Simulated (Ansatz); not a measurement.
Reaction (hydrogen abstraction from a Ga–H bond): `[SiH3][O][GaH2]` + `[CH3]`• → `[SiH3][O][GaH]`• + CH₄

Program: Ansatz. Geometries: PBE0-D4/def2-TZVP. ΔE: electronic, gas phase. CCSD(T)/CBS adds triple-zeta CCSD(T) − MP2 to the extrapolated MP2 energy (def2 sets, frozen cores). This one scheme is used for every species. Open shells (•) are unrestricted, without spin–orbit coupling. For Ga outer-core shells are correlated without core-valence functions, which leaves a few kJ/mol of doubt a bond. Scalar relativity is left out up to krypton.

```tsv
species	CCSD(T)/CBS(def2) energy (Eh)
`[SiH3][O][GaH2]`	-2291.24790
`[CH3]`•	-39.78218
`[SiH3][O][GaH]`•	-2290.61074
CH₄	-40.46206
```

**Question.** Work out ΔE.

**Answer.** ΔE = (-2290.61074) + (-40.46206) − (-2291.24790) − (-39.78218) = -0.04272 Eh = -1.16 eV.

Largest T1 diagnostic among the species: 0.016.

At CCSD(T), def2-SVP lies −0.05 eV from the extrapolated value and def2-TZVPP −0.02 eV. From BLYP to BHLYP (50 % exact exchange), in def2-TZVPP and without D4, ΔE moves by +0.19 eV.
